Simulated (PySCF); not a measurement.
Bonds (- single, = double, # triple, : aromatic): C1-O2, O2-C3, C3=C4, C4-C5, C5-F6, C5-C7, C7=C8, C8-O9, O9-C3. C1 carries H10, H11, H12; C4 carries H13; C5 carries H14; C7 carries H15; C8 carries H16. Stereochemistry as in COC1=C[C@@H](F)C=CO1.

Theoretical values (PySCF 2.14): geometry from GFN2-xTB, σ from GIAO-PBE0/pcSseg-1. No solvent, non-relativistic, rapidly exchanging positions averaged, one conformer.

Shifts are taken against calculated references (same method and geometry level): 13C (σ = 186.93 ppm) against TMS.

Task: Do the 13C shifts follow the atomic charges (in e)? Tabulate both.

Result: 
```
atoms  hybridisation  δ (ppm)  σ para (ppm)  Hirshfeld    IAO  Mulliken  ESP-fitted
   C3            sp2    166.4          -233      +0.15  +0.39     +0.51       +0.80
   C8            sp2    148.8          -211      +0.03  +0.05     +0.23       +0.16
   C7            sp2    111.0          -183      -0.08  -0.23     -0.27       -0.63
   C5            sp3     83.8          -135      +0.05  +0.16     +0.28       +0.79
   C4            sp2     81.7          -151      -0.13  -0.31     -0.25       -0.89
   C1            sp3     54.6          -112      -0.04  -0.21     -0.03       -0.16
```

Correlation coefficients of δ with charge over these carbons: Hirshfeld +0.65, IAO +0.68, Mulliken +0.59, ESP-fitted +0.42; with the paramagnetic shielding -0.99. Among the 4 sp2 carbons alone: Hirshfeld +0.97, IAO +0.95, Mulliken +0.94, ESP-fitted +0.97. With so few points, grouped by hybridisation, these coefficients are fragile. Charge is one influence among several: hybridisation and low-lying excitations act through the paramagnetic term.

Shifts are as computed. Against solution values, carbons near 30 ppm lie about +3 ppm off and those near 130 ppm about +5 ppm. Of 1211 compounds with measured shifts, 218 miss one by over three times the rms of a fit or turn the order of signals round; such compounds aren't used in these exercises.
